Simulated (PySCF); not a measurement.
Electronic structure of V (vanadium, neutral) at the UHF level

Configuration: [Ar] 3d4 4s1, high-spin 6D determinant (an excited configuration). Computed with PySCF 2.14 in aug-cc-pVTZ-DK (8s7p5d3f2g, 93 functions), with the spin-free X2C one-electron Hamiltonian (Gaussian nucleus).

```
Total energy                                                  : -948.127883 hartree
One-electron energy                                           : -1305.0747 hartree
Hartree (Coulomb) energy                                      : 401.7468 hartree
Exchange energy                                               : -44.8000 hartree
⟨S²⟩                                                          : 8.7512
⟨L²⟩                                                          : 6.023
Sum of ⟨r⟩                                                    : 20.41 bohr
Sum of ⟨r²⟩                                                   : 39.66 bohr²
Traceless quadrupole moment −½Σ⟨3z² − r²⟩ along its main axis : -0.793 e·bohr²
Langevin diamagnetic susceptibility                           : -31.4 ×10⁻⁶ cm³/mol
```

```csv
shell,electrons,mean orbital energy (eV),spread (eV),"rms radius, mean of both spins (bohr)"
1s α,1,-5515.5,0,0.0768
1s β,1,-5515.5,0,0.0768
2s α,1,-652.83,0,0.332
2s β,1,-651.05,0,0.332
2p α,3,-541.49,0.044,0.303
2p β,3,-539.75,0.535,0.303
3s α,1,-86.049,0,1.03
3s β,1,-79.286,0,1.03
3p α,3,-54.547,1.010,1.12
3p β,3,-46.294,1.551,1.12
3d α,4,-8.629,1.534,1.78
4s α,1,-5.938,0,4.06
```

Densities and radii are taken from the X2C orbitals without a picture-change correction, which distorts them close to the nucleus.

Spin-orbit constants ζ (cm⁻¹) from the X2C one-electron operator on these orbitals: bare nucleus, nucleus screened by l(l+1)(2l+1)/3 electrons, and screened by the Breit-Pauli mean field of the electrons.

```json
{"shell": "2p", "bare": "40760", "screened nucleus": "37210", "mean field": "35610"}
{"shell": "3p", "bare": "4449", "screened nucleus": "4062", "mean field": "3858"}
{"shell": "3d", "bare": "302.1", "screened nucleus": "170.7", "mean field": "146.7"}
```

To first order the Landé constant is A = 29.35 cm⁻¹, so the lowest level has J = 1/2 and lies 0.0255 eV below the centre of the term. This holds in LS coupling only.
